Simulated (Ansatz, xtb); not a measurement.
**Relative energy of two isomers of Br2GeH4Si**

Structure a: `Br[SiH2][GeH2][Br]`, a singlet. Structure b: `[SiH3][GeH]([Br])[Br]`, a singlet. Both are isolated molecules in the gas phase, relaxed with PBE0-D3(BJ)/def2-SVP, each in the lowest conformer that the search found.

Question: Estimate which is lower in electronic energy at CCSD(T)/def2-SVP + ΔMP2/def2-TZVPP, and by roughly how much.

Answer: Too close to call at this level: CCSD(T)/def2-SVP + ΔMP2/def2-TZVPP gives E(b) − E(a) = +0.72 kcal/mol.

The same difference at several levels:

```
                             level              geometry  E(b) − E(a) (kcal/mol)  departure from the last row (kcal/mol)  job, with rough time for the two
                          GFN2-xTB              GFN2-xTB                     −6.64                                   −7.36              optimisation, 0.32 s
                         HF/STO-3G              GFN2-xTB                     +1.97                                   +1.25               single point, 2.7 s
                r2SCAN-D4/def2-SVP              GFN2-xTB                     +0.44                                   −0.28               single point, 9.3 s
              PBE0-D3(BJ)/def2-SVP  PBE0-D3(BJ)/def2-SVP                     +0.60                                   −0.12             optimisation, 2.2 min
                       HF/def2-SVP  PBE0-D3(BJ)/def2-SVP                     +0.95                                   +0.23           part of the CCSD(T) run
                      MP2/def2-SVP  PBE0-D3(BJ)/def2-SVP                     +0.30                                   −0.42           part of the CCSD(T) run
                  CCSD(T)/def2-SVP  PBE0-D3(BJ)/def2-SVP                     +0.23                                   −0.49                      single point
CCSD(T)/def2-SVP + ΔMP2/def2-TZVPP  PBE0-D3(BJ)/def2-SVP                     +0.72                                                     single point, 2.3 min
```

As drawn, b has 1 Br–Ge, 1 Si–H in place of 1 Br–Si, 1 Ge–H.

The largest departure from CCSD(T)/def2-SVP + ΔMP2/def2-TZVPP is that of GFN2-xTB, 7.36 kcal/mol. The last row adds to CCSD(T) the change of the MP2 difference between the two basis sets, here +0.49 kcal/mol.

With thermal terms from frequencies at re-optimised GFN2-xTB minima (ideal gas, soft modes damped towards free rotors, one conformer each, 298.15 K, 1 atm): on the last row, ΔE + ΔZPE = +0.21, ΔH = +0.59, ΔG = −0.34 kcal/mol.

The correlated steps freeze 32 core orbitals; the filled d shell of Br and Ge is correlated, in a basis made for valence electrons. Codes used: Ansatz 0.2.0, xtb 6.7.1; the last row on 2 threads of Intel(R) Xeon(R) Processor @ 2.50GHz (Skylake/Cascade Lake) on a shared host.
